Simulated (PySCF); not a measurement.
A GIAO shielding run with PySCF (density fitting, non-relativistic, gas phase) on SMILES F[C@H]([SiH2]CC)CCCl, C$_{5}$H$_{12}$ClFSi:

```
$ OMP_NUM_THREADS=1 python probes_run.py task.json out

{"job": {"kind": "nmr", "xc": "PBE0", "basis": "pcSseg-1"}, "charge": 0, "multiplicity": 1}
C     -3.306608     0.367259    -0.248197
C     -1.884118     0.357974     0.302973
Si    -0.786708    -0.927151    -0.568882
C      0.981309    -0.874440     0.199273
F      1.706369    -1.912158    -0.385232
C      1.731094     0.430671    -0.033410
C      3.127574     0.379403     0.567823
Cl     3.978538     1.925215     0.307566
H     -3.304711     0.603967    -1.309016
H     -3.773694    -0.605945    -0.121892
H     -3.918409     1.107249     0.264225
H     -1.461170     1.358826     0.192709
H     -1.923559     0.156564     1.375846
H     -1.286870    -2.290201    -0.369330
H     -0.648453    -0.630028    -1.998254
H      0.976747    -1.112121     1.269935
H      1.162481     1.244608     0.417680
H      1.808098     0.615550    -1.106107
H      3.725892    -0.400252     0.096401
H      3.091051     0.215687     1.645576
```

Hardware: 1 thread of an Intel Xeon, shared host. The job also computes population analyses, field gradients.

Problem. How large is the calculation?

Solution. 82 electrons, 210 basis functions and 1134 auxiliary functions.

Problem. How long does it take, and how much memory does it need?

Solution. 93 s of wall time, with 13 SCF cycles and 4 response iterations; peak memory 0.94 GiB. Times on a shared host scatter by some tens of per cent.
